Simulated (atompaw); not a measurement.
Ranking PAW (atompaw) potentials for aluminium

All share these settings but for the change named:

* Element: Al (Z = 13)
* Generator: atompaw 4.2.0.5
* Type: PAW
* Functional: PBE
* Relativity: scalar-relativistic
* Frozen core: [He]
* Valence charge: 11
* Reference configuration: 2s2 2p6 3s2 3p0 (charge +1)
* Partial waves: 2s (bound): rc 0.90 bohr; 3s (bound): rc 1.25 bohr; 2p (bound): rc 0.70 bohr; 3p (bound, empty): rc 1.25 bohr; 3d channel at 0.5 Ry: rc 1.25 bohr; 3d channel at 2.2 Ry: rc 1.25 bohr
* Local potential: bessel scheme, radius 1.20 bohr
* Core correction: smooth core density matched at 0.80 bohr
* Augmentation charge: besselshape compensation charge, radius 1.00 bohr; PAW radius 1.25 bohr; waves and projectors: custom rrkj vanderbiltortho

Cutoff: the first of the cutoffs (Ry, on a coarse ladder) from which the occupation-weighted sum of valence levels, in a spherical-Bessel basis at the reference potential, stays within 10 and 1 mRy of its value at 400 Ry; the density cutoff is not measured.

The base gives 180 Ry.

Of 9 variants that were run, those that failed, showed a ghost or another fault, or gave nearly equal values are left out.

A variant can come out equal or close to the base.

(1) Rank these variants from softest to hardest (loose cutoff).
A. augmentation besselshape compensation charge, radius 1.00 bohr; PAW radius 1.25 bohr; waves and projectors: custom polynom vanderbiltortho
B. functional LDA (PW92)
C. wave 2p (bound): rc 0.70 bohr becomes 2p (bound): rc 1.10 bohr
D. core [Ne], valence charge 3; reference 3s2 3p0; waves now 3s (bound): rc 1.70 bohr; 3s channel at 0.35 Ry: rc 1.60 bohr; 3p (bound): rc 1.70 bohr; 3p channel at 0.05 Ry: rc 1.70 bohr; 3d channel at -0.2 Ry: rc 1.30 bohr; 3d channel at 0.3 Ry: rc 1.70 bohr; local potential bessel scheme, radius 1.25 bohr; core correction smooth core density matched at 1.30 bohr; augmentation besselshape compensation charge, radius 1.40 bohr; PAW radius 1.70 bohr; waves and projectors: custom rrkj vanderbiltortho

Results:

(1) D (10 Ry), C (70 Ry), B (180 Ry), A (230 Ry).
